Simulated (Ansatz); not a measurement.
Start from `N[Si](N)(Cl)Br` and change one atom or group to get `N[Si](N)(N)Cl`.

Ansatz, PBE0-D4/def2-TZVP geometries, multiplicity 1. Each molecule was computed in one conformer, which needn't be the lowest.

Scalar relativity is left out up to krypton.

```csv
property,`N[Si](N)(Cl)Br`
LUMO energy (ωB97M-V/def2-TZVPP) / eV,2.02
HOMO energy (PBE0/def2-TZVPP) / eV,-7.87
size of the dipole moment (B3LYP/def2-TZVPP) / D,2.41
HOMO energy (B3LYP/def2-TZVPP) / eV,-7.61
HOMO–LUMO gap (PBE0/def2-TZVPP) / eV,8.35
HOMO–LUMO gap (PBE/def2-TZVPP) / eV,6.03
```

(1) Give the same properties after the change, and the shifts. (An estimate is asked.)

Answers

(1) Ansatz gave: 
| property | `N[Si](N)(N)Cl` | shift |
| --- | --- | --- |
| LUMO energy (ωB97M-V/def2-TZVPP) / eV | 2.19 | 0.17 |
| HOMO energy (PBE0/def2-TZVPP) / eV | -7.45 | 0.42 |
| size of the dipole moment (B3LYP/def2-TZVPP) / D | 1.41 | -1.00 |
| HOMO energy (B3LYP/def2-TZVPP) / eV | -7.20 | 0.41 |
| HOMO–LUMO gap (PBE0/def2-TZVPP) / eV | 8.26 | -0.09 |
| HOMO–LUMO gap (PBE/def2-TZVPP) / eV | 5.99 | -0.04 |

With PBE0 the HOMO rises by 0.42 eV and the LUMO rises by 0.33 eV, so the gap narrows by about 0.09 eV. PBE moves the HOMO by 0.46 eV and ωB97M-V by 0.32 eV. The zero-point energy changes by 63.3 kJ/mol with +6 modes. Dipoles are sizes alone; their direction can turn.

B3LYP here is the variant with VWN-RPA as its local correlation; programs differ in this.

Spin–orbit coupling is left out; it splits and shifts lone-pair levels of the heavy atoms by tenths of an eV.
